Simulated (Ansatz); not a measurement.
Reaction (substitution at a C–O bond): `COCC=O` + `[NH2][In]([Cl])[Cl]` → `C[NH][In]([Cl])[Cl]` + `O=CCO`

Isolated molecules relaxed with PBE0-D4/def2-TZVP in Ansatz; ΔE leaves out vibrations. CBS: MP2 limit from def2 TZ/QZ plus the TZ coupled-cluster correction, frozen cores. DFT in def2-TZVPP. B3LYP here is the variant with VWN-RPA as its local correlation; programs differ in this. HSE06 is defined as in plane-wave codes. def2 core potentials past Kr. For In outer-core shells are correlated without core-valence functions, which leaves a few kJ/mol of doubt a bond. Each species was taken in one conformer, which may not be the lowest.

`COCC=O`:

Z-matrix (Å, degrees):
```
C
O 1 1.406
H 1 1.089 2 107.4
H 1 1.098 2 111.1 3 119.3
H 1 1.098 2 112.1 3 -119.3
C 2 1.396 1 112.5 3 179.4
C 6 1.513 2 112.8 1 -76.4
H 6 1.096 2 107.3 1 166.1
H 6 1.099 2 112.7 1 47.8
O 7 1.198 6 124.0 2 164.0
H 7 1.113 6 114.1 2 -18.0
```

`[NH2][In]([Cl])[Cl]`:

Cartesian coordinates in Å:
```
N -0.902 0.733 0.480
In 0.438 -0.479 -0.378
Cl 0.643 -2.687 0.261
Cl 1.683 0.203 -2.198
H -0.713 1.722 0.401
H -1.149 0.508 1.434
```

`C[NH][In]([Cl])[Cl]`:

```xyz
9

C    -0.841   -0.064   -1.133
N    -0.408    0.558    0.102
In    1.052   -0.120    1.266
Cl    1.812   -2.283    0.981
Cl    1.897    1.109    3.026
H    -1.929    0.002   -1.239
H    -0.585   -1.126   -1.129
H    -0.386    0.379   -2.027
H    -0.611    1.544    0.153
```

`O=CCO`:

```xyz
8

O    -0.120    1.573    0.697
C     0.351    0.467    0.747
C     0.026   -0.573   -0.279
O    -0.852   -0.101   -1.243
H     1.047    0.169    1.554
H     0.976   -0.908   -0.725
H    -0.386   -1.446    0.252
H    -1.041    0.819   -1.003
```

Is it downhill or uphill in electronic energy at CCSD(T)/CBS, and by how much? (An estimate is asked.)

Computed: Downhill: ΔE = -14.1 kJ/mol.

What do these levels give: BLYP-D4, B3LYP-D4, HSE06-D4, BHLYP-D4, ωB97M-V, BLYP, HSE06, RPA@PBE/def2-TZVPP, HF/def2-TZVPP, MP2/def2-TZVPP, CCSD(T)/def2-TZVPP, MP2/CBS(def2)? (Best estimate.)

The calculation gave: BLYP-D4 -11.2, B3LYP-D4 -11.4, HSE06-D4 -16.0, BHLYP-D4 -10.6, ωB97M-V -11.1, BLYP -9.6, HSE06 -15.3, RPA@PBE/def2-TZVPP -6.8, HF/def2-TZVPP -3.1, MP2/def2-TZVPP -14.5, CCSD(T)/def2-TZVPP -11.6, MP2/CBS(def2) -17.1 kJ/mol.

Largest T1 diagnostic among the species: 0.014.

Leaving LDA and LC-ωPBE aside and taking each functional with its dispersion term where it has one, the values, not all of them listed here, spread over 6.4 kJ/mol, from PBE-D4 to B97M-V. LDA lies −8.0 kJ/mol from PBE without D4. In def2-TZVPP, CCSD(T) changes the Hartree–Fock value by −8.4 kJ/mol (the triples alone add −0.9 kJ/mol) and MP2 by −11.4 kJ/mol.
